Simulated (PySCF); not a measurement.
B(F)(Cl)(Me) (CH3BClF), SMILES CB(F)Cl.

Geometry: B3LYP-D3(BJ)/def2-SVP.

Calculation: TDA-LC-ωPBE/def2-SVPD in PySCF.

Vertical excitations. 

Computed excitation energies, oscillator strengths and character:
```json
[
 {"state": "S1", "energy (eV)": "7.32", "λ (nm)": "169", "f": "0.003", "main pairs": "HOMO→LUMO+1 58 %, HOMO→LUMO 38 %"},
 {"state": "S2", "energy (eV)": "7.97", "λ (nm)": "156", "f": "0.002", "main pairs": "HOMO−2→LUMO+1 58 %, HOMO−2→LUMO 37 %"},
 {"state": "S3", "energy (eV)": "8.55", "λ (nm)": "145", "f": "0.149", "main pairs": "HOMO−1→LUMO+1 54 %, HOMO−1→LUMO 38 %"},
 {"state": "S4", "energy (eV)": "9.16", "λ (nm)": "135", "f": "0.084", "main pairs": "HOMO→LUMO 50 %, HOMO→LUMO+1 32 %"},
 {"state": "S5", "energy (eV)": "9.65", "λ (nm)": "128", "f": "0.061", "main pairs": "HOMO−1→LUMO 46 %, HOMO−1→LUMO+1 32 %, HOMO−1→LUMO+2 7 %"},
 {"state": "S6", "energy (eV)": "9.89", "λ (nm)": "125", "f": "0.009", "main pairs": "HOMO−3→LUMO+1 52 %, HOMO−3→LUMO 40 %"},
 {"state": "S7", "energy (eV)": "9.93", "λ (nm)": "125", "f": "0.050", "main pairs": "HOMO−2→LUMO 39 %, HOMO−2→LUMO+1 25 %, HOMO→LUMO+2 18 %"},
 {"state": "S8", "energy (eV)": "10.22", "λ (nm)": "121", "f": "0.061", "main pairs": "HOMO→LUMO+2 25 %, HOMO→LUMO+5 20 %, HOMO−2→LUMO 11 %, HOMO−2→LUMO+1 7 %"},
 {"state": "S9", "energy (eV)": "10.49", "λ (nm)": "118", "f": "0.153", "main pairs": "HOMO−4→LUMO+1 53 %, HOMO−4→LUMO 36 %"},
 {"state": "S10", "energy (eV)": "10.67", "λ (nm)": "116", "f": "0.000", "main pairs": "HOMO−1→LUMO+2 34 %, HOMO−1→LUMO+5 20 %, HOMO−1→LUMO+10 10 %, HOMO−1→LUMO+3 6 %"},
 {"state": "T1", "energy (eV)": "6.83", "λ (nm)": "181", "f": "0", "main pairs": "HOMO→LUMO+1 44 %, HOMO→LUMO 29 %, HOMO−2→LUMO+1 14 %, HOMO−2→LUMO 9 %"},
 {"state": "T2", "energy (eV)": "7.40", "λ (nm)": "168", "f": "0", "main pairs": "HOMO−1→LUMO+1 59 %, HOMO−1→LUMO 38 %"},
 {"state": "T3", "energy (eV)": "7.56", "λ (nm)": "164", "f": "0", "main pairs": "HOMO−2→LUMO+1 44 %, HOMO−2→LUMO 28 %, HOMO→LUMO+1 15 %, HOMO→LUMO 9 %"},
 {"state": "T4", "energy (eV)": "8.83", "λ (nm)": "140", "f": "0", "main pairs": "HOMO→LUMO 41 %, HOMO→LUMO+1 27 %, HOMO→LUMO+2 8 %"}
]
```
Triplets are in the Tamm–Dancoff approximation.
